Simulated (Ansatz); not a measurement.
A nudged elastic band was laid between two geometries of CH7NSSi (11 atoms, charge 0, multiplicity 1).

All numbers below come from RKS B3LYP/def2-SVP (Ansatz).

- movable images: 5
- climbing image: yes
- spring: 5.0 eV/Å²
- optimiser: quadratic models (default)
- start path: through a guess of the saddle point
- force threshold: 0.05 eV/Å
- iteration limit: 60
- end points: relaxed

Image 0:

```xyz
11
Properties=species:S:1:pos:R:3
Si 0.083 -1.076 -0.605
S 1.684 -2.360 0.078
N 0.321 0.542 -0.049
C -0.710 1.504 0.301
H 1.247 0.949 -0.154
H -1.264 -1.476 -0.106
H 0.133 -1.304 -2.081
H 1.525 -2.070 1.392
H -1.654 0.979 0.518
H -0.923 2.238 -0.502
H -0.441 2.074 1.209
```

Image 6:

```xyz
11
Properties=species:S:1:pos:R:3
Si -0.642 -0.947 -0.702
S 2.346 -1.765 0.079
N -1.074 0.250 0.262
C -1.028 1.678 0.270
H 2.663 -0.458 0.222
H -0.971 -2.329 -0.287
H -0.138 -0.873 -2.111
H 1.929 -1.860 1.363
H -2.037 2.096 0.457
H -0.649 2.159 -0.657
H -0.401 2.050 1.105
```

Task: Which bonds break or form, and what moves?

Result: Bonds broken: Si1–S2, N3–H5. Bonds formed: S2–H5. CH7NSSi becomes CH5NSi + H2S.

Task: What energy profile does the band end with?

Result: The run converged. The highest image is number 4 of 0 to 6, 2.94 eV above the first end and 0.38 eV above the last; the last end lies 2.56 eV above the first. Neighbouring images differ by up to 2.5 eV, so the band resolves the path poorly. A vibrational analysis at the climbing image gives 2 clearly imaginary modes (712i, 67i cm⁻¹): a point of higher order, so a lower path passes nearby. The orbitals stay closed-shell, which can raise the energy where a bond breaks towards radicals; this wasn't checked here.

```
image  path coordinate (Å)  energy (eV)  Si1–S2 (Å)  N3–H5 (Å)  S2–H5 (Å)
    0                 0.00         0.00        2.16       1.02       3.35
    1                 0.93         0.02        2.16       1.02       3.15
    2                 1.87         0.11        2.17       1.02       2.95
    3                 2.80         0.47        2.22       1.03       2.42
    4                 3.74         2.94        2.64       1.70       1.47
    5                 4.93         2.58        3.18       3.04       1.35
    6                 6.12         2.56        3.19       3.80       1.35
```

Task: What is the geometry of the highest image?

Result: 
```xyz
11
Properties=species:S:1:pos:R:3:forces:R:3
Si -0.373 -1.028 -0.672 0.02 0.00 0.00
S 2.141 -1.222 0.119 -0.01 0.00 0.00
N -0.429 0.253 0.328 -0.01 0.00 -0.01
C -0.748 1.654 0.221 0.01 0.00 0.00
H 1.147 -0.281 0.664 -0.01 0.01 0.01
H -0.695 -2.386 -0.167 0.00 -0.01 0.00
H -0.404 -1.017 -2.171 0.00 0.00 0.00
H 1.895 -2.173 1.051 0.00 0.00 0.00
H -1.839 1.841 0.269 0.00 0.00 0.01
H -0.386 2.143 -0.708 -0.01 0.00 0.00
H -0.309 2.216 1.065 0.00 0.00 -0.01
```

The run took 2.2 min on 2 threads of INTEL(R) XEON(R) PLATINUM 8581C CPU @ 2.10GHz (Emerald Rapids), with other jobs on the host, peak memory 0.24 GiB.
